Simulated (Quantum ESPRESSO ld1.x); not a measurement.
Values are calculated unless marked as measured or tabulated.
Numerical settings for the dysprosium ion Dy+, [Xe] 4f10 6s1. Code: ld1.x of Quantum ESPRESSO 7.5. Model: Dirac Kohn-Sham, PBE, spin-unpolarised, spherical densities, point nucleus; open shells fill j = l - 1/2 first. With the defaults (dx = 0.008, xmin = -8.0, rmax = 100, beta = 0.2, tr2 = 1e-14) the mesh has 2101 points, the cycle takes 27 iterations, E = -12168.056935 hartree and the 6s1/2 eigenvalue is -0.32487 hartree. The mesh is r = exp(xmin + i dx)/Z up to rmax; beta is the mixing and tr2 the threshold. One setting is changed at a time.

change,mesh points,iterations,change of E (mhartree),change of e(6s1/2) (mhartree)
dx = 0.005,3359,27,+1.215,-0.002
dx = 0.04,421,26,-48.169,+0.074
xmin = -9,2225,33,+0.004,0.000
xmin = -6,1851,31,-1.197,0.000
rmax = 8,1785,33,-1.000,+0.124
rmax = 30,1949,27,0.000,0.000
beta = 0.05,2101,103,+0.002,0.000
beta = 0.5,2101,21,+0.003,0.000
tr2 = 0.0001,2101,12,+42.925,+0.174
tr2 = 1e-06,2101,15,+2.034,+0.015
